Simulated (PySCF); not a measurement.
AlH6O2Si2, SMILES [SiH3][O][Al][O][SiH3], multiplicity 2.

Geometry: TPSSh-D3(BJ)/def2-SVP. The multiplicity is an assumed one; no other spin state was optimised. The isomer is the one that the SMILES or the coordinates give; other isomers of the formula were not compared. One conformer was computed; it need not be the lowest.

Method: TDA-PBE0/def2-SVPD run with PySCF.

Vertical excitations. Isolated molecule, no solvent.

Q: Estimate the UV-visible absorptions. (Estimate from the structure and the level; the computed values follow.)

A: 
| state | energy (eV) | λ (nm) | f | main pairs |
|---|---|---|---|---|
| root 1 | 3.77 | 328 | 0.111 | α HOMO→LUMO 96 % |
| root 2 | 4.57 | 271 | 0.006 | β HOMO→LUMO 96 % |
| root 3 | 4.62 | 268 | 0.000 | β HOMO−1→LUMO 96 % |
| root 4 | 4.89 | 253 | 0.004 | α HOMO→LUMO+1 12 %, β HOMO−2→LUMO 82 % |
| root 5 | 4.94 | 251 | 0.021 | β HOMO−3→LUMO 93 % |
| root 6 | 5.30 | 234 | 0.086 | α HOMO→LUMO+1 80 %, β HOMO−2→LUMO 13 % |
| root 7 | 5.33 | 232 | 0.214 | α HOMO→LUMO+2 95 % |
| root 8 | 5.81 | 214 | 0.102 | α HOMO→LUMO+3 76 %, α HOMO→LUMO+5 17 % |
| root 9 | 6.35 | 195 | 0.002 | α HOMO→LUMO+5 74 %, α HOMO→LUMO+3 18 % |
| root 10 | 6.37 | 195 | 0.000 | α HOMO−1→LUMO 94 % |
Unrestricted roots are not spin-pure.
